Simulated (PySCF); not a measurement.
TcCl₃⁺ (quartet). Computed with PySCF, UPBE, basis Tc def2-SVP with ECP28, Cl def2-SVP (scalar-relativistic core potentials, no spin–orbit coupling, density fitting).

Harmonic bands of its minimum:

```csv
ω (cm⁻¹),"IR (km/mol, summed over degenerate members)",degeneracy
59,2.1,1
104,0.1,2
400,0.0,1
477,82.0,2
```

Q: The central atom is Tc. Infer the point group and assign the bands.

A: D3h. The modes span a2'' + 2e' + a1': 59 a2'', 104 e', 400 a1', 477 e'. The computed geometry has Tc–Cl 2.177 Å (×3); Cl–Tc–Cl 120.0° (×3).

This need not be the most stable arrangement of these atoms. With open d or f shells other occupations or spin states may lie lower.
